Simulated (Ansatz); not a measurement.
**Molecular dynamics of BH₆NOS**

Input file:

```yaml
crystal:
  periodic: [false, false, false]
  atoms:
    - { symbol: B, position_ang: [0.062764, -0.110665, 0.275443] }
    - { symbol: "N", position_ang: [-0.037894, 0.065928, 1.793013] }
    - { symbol: H, position_ang: [-0.837688, -0.367758, 2.250409] }
    - { symbol: H, position_ang: [0.825441, -0.140145, 2.296637] }
    - { symbol: O, position_ang: [1.333264, -0.332282, -0.150042] }
    - { symbol: H, position_ang: [1.39324, -0.367894, -1.11471] }
    - { symbol: H, position_ang: [-0.931231, -0.350416, -0.333527] }
    - { symbol: S, position_ang: [-0.278619, 2.547816, 0.424608] }
    - { symbol: H, position_ang: [-1.630256, 2.508455, 0.363421] }
    - { symbol: H, position_ang: [-0.186721, 1.269261, 1.635648] }
basis:
  gaussian: { orbitals: "6-31G*" }
hamiltonian:
  xc: b3lyp
  dispersion: d4
md:
  timestep: 0.5
  n_steps: 200
  ensemble: nve
  temperature: 300.0
  initial_velocities: maxwell_boltzmann
  seed: 11656
```

Launched with:

```bash
$ ansatz run input.yaml --threads 1 --pin off --max-ram 2048MiB --backend cpu --events-out ev --progress --plain --runs-dir out
```

It starts at the highest image of a converged band, a first-order saddle point between two minima.

Output, in part (step lines, the closing report, with atoms numbered from 0):

```
md step     0: t =     0.00 fs  T =   300.0 K  F+E_penalty+E_count = -15147.93472394 eV  E_kin = 0.310224 eV  conserved = -15147.62449994 eV  (25 SCF iters)
[... lines left out ...]
Total energy: -15148.67734372 eV, -556.7036242393 hartree
Atom 0 at     0.120906    -0.921043     0.560004 Å, force     0.162499     1.187652    -1.178074 eV/Å
Atom 1 at     0.166334    -1.179587     1.921491 Å, force    -0.006499    -0.291849    -0.095577 eV/Å
Atom 2 at    -0.579703    -1.581926     2.444085 Å, force    -0.293188    -0.319208     0.415718 eV/Å
Atom 3 at     1.089451    -1.227247     2.320157 Å, force     0.056870     0.020831     0.470360 eV/Å
Atom 4 at     1.303762    -0.431727     0.019853 Å, force    -0.242376    -0.123541    -0.315461 eV/Å
Atom 5 at     1.132838    -0.099075    -0.873932 Å, force     0.183613    -0.123125     0.109818 eV/Å
Atom 6 at    -0.858211    -0.920720    -0.169741 Å, force     0.115652    -0.301109     0.594448 eV/Å
Atom 7 at    -0.376563     3.371911     0.187449 Å, force     0.115190    -0.551826    -0.114021 eV/Å
Atom 8 at    -1.471788     3.099697     0.905666 Å, force    -0.245960    -0.422478     0.124810 eV/Å
Atom 9 at    -0.557819     4.646497     0.481038 Å, force     0.154199     0.924653    -0.012021 eV/Å
Dipole moment:    -0.285091     0.049784     0.213791 e Å
```

The steps, from the saved trajectory:

```
time (fs)  T (K)  potential energy less start (eV)  conserved less start (meV/atom)
        0    300                             0.000                             0.00
        3    179                             0.127                             0.19
        6    145                             0.162                             0.15
        9    148                             0.158                             0.08
       12    152                             0.155                             0.12
       15    104                             0.204                             0.20
       18    230                             0.074                             0.06
       21    312                            -0.011                             0.13
       24    394                            -0.096                             0.12
       27    429                            -0.133                             0.07
       30    452                            -0.156                             0.14
       33    620                            -0.330                             0.12
       36    787                            -0.503                             0.08
       39    816                            -0.533                             0.09
       42    774                            -0.489                             0.15
       45    852                            -0.570                             0.12
       48    922                            -0.643                             0.11
       51    908                            -0.628                             0.08
       54    821                            -0.537                             0.18
       57    898                            -0.617                             0.12
       60    977                            -0.699                             0.10
       63   1002                            -0.725                             0.11
       66    929                            -0.649                             0.17
       69    949                            -0.670                             0.10
       72    978                            -0.700                             0.14
       75   1023                            -0.746                             0.14
       78   1013                            -0.737                             0.08
       81    934                            -0.654                             0.14
       84    910                            -0.629                             0.19
       87   1016                            -0.740                             0.09
       90   1089                            -0.815                             0.07
       93    990                            -0.711                             0.19
       96    965                            -0.687                             0.09
       99    979                            -0.701                             0.10
```

All steps were run. The conserved energy stayed within 0.23 meV per atom of its start (net change 0.035 meV per atom), so the integration is sound. The kinetic energy rose, since the run started high on the potential surface and went downhill. It ends in pieces (BH4NO + H2S), so much of that is their flight and rotation, not heat. A run of 0.1 ps of so small a system gives no equilibrium averages. The orbitals stay closed-shell, which can raise the energy where a bond breaks towards radicals; this wasn't checked here.

Between its relaxed ends the band would form B1–S8, N2–H10 and break S8–H10. These pairs go: B1–S8 2.68 → 4.34 Å, N2–H10 1.22 → 6.05 Å, S8–H10 1.76 → 1.32 Å. In the last frame they stand as before the step (other bonds may differ from the relaxed reactants and products). It ends as BH4NO + H2S. Pairs count as bonded within 1.25 times the sum of covalent radii (0.12 Å more for H–H).

Last frame:

```xyz
10
Properties=species:S:1:pos:R:3
B 0.121 -0.921 0.560
N 0.166 -1.180 1.921
H -0.580 -1.582 2.444
H 1.089 -1.227 2.320
O 1.304 -0.432 0.020
H 1.133 -0.099 -0.874
H -0.858 -0.921 -0.170
S -0.377 3.372 0.187
H -1.472 3.100 0.906
H -0.558 4.646 0.481
```

The run took 8.3 min on 1 thread of Intel(R) Xeon(R) Platinum 8488C (Sapphire Rapids), with other jobs on the host, peak memory 0.19 GiB.
